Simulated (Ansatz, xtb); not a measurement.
GaGeH4NO: where a starting geometry ends

The starting geometry of this gas-phase singlet was built from a drawn formula by distance geometry; its bonds are those of `O=[N][GeH2][GaH2]`.

```xyz
8

Ga    0.1427   -1.6174   -1.5511
Ge    0.4766    0.4683   -2.6872
N    -0.7533    1.6097   -1.9512
O    -1.7576    1.6747   -2.5757
H     1.8555    0.7691   -2.0917
H     0.6377    0.6567   -4.1817
H    -0.4864   -2.7810   -1.8558
H     0.7171   -1.7361   -0.0135
```

Question: Where would you expect an optimisation with r2SCAN-D4/def2-SVP to take it?

Answer: It keeps its links, though one stretches towards breaking, and is `O=[N][GeH2][GaH2]`. Distances that change by over a tenth: Ga1–H7 (1.36 → 1.56 Å), Ge2–N3 (1.83 → 2.10 Å).

The energy falls by 1.02 eV over 13 steps:

```
step  E − E(last) (eV)
   1             1.022
   2             0.248
   4             0.035
   5             0.010
   6             0.004
   8             0.000
   9             0.000
  10             0.000
  12             0.000
  13             0.000
```

Final geometry (Å):

```
atom    x (Å)    y (Å)    z (Å)
  Ga   0.2697  -1.7444  -1.4108
  Ge   0.5961   0.3673  -2.5429
   N  -0.8335   1.8015  -1.9726
   O  -1.7547   1.9074  -2.7017
   H   1.8706   1.1336  -2.1442
   H   0.4818   0.3420  -4.0799
   H  -0.5984  -2.8449  -2.1051
   H   0.8006  -1.9185   0.0494
```

From the same start GFN2-xTB ends elsewhere, at `[GeH2]=[N+]1[O][GaH2-]1`.

No frequencies were run, so the end isn't proven a minimum. Run with Ansatz 0.2.0, 44 s on 2 threads of Intel(R) Xeon(R) Platinum 8259CL CPU @ 2.50GHz (Skylake/Cascade Lake), on a shared host.
